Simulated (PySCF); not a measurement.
## Correlation energy of Kr⁺ (krypton, charge +1)

[Ar] 3d10 4s1 4p6, 2S determinant (an excited configuration). Calculation: PySCF 2.14, in x2c-TZVPPall (6s5p4d1f, 48 functions); scalar relativity by spin-free X2C-1e. Frozen: [Ne]; 25 electrons correlated.

```
  level  correlation energy (mhartree)
   CCSD                        -452.10
    (T)                         -38.33
CCSD(T)                        -490.43
```

Diagnostics: T1 = 0.0073, D1 = 0.0274, largest double amplitude 0.216.

A double-excitation amplitude exceeds 0.15, a sign of near-degeneracy.

Cost of the coupled-cluster step: about 11 core-seconds, for 25 correlated electrons.

This basis was not built for core-valence correlation, so the inner-shell part is incomplete.
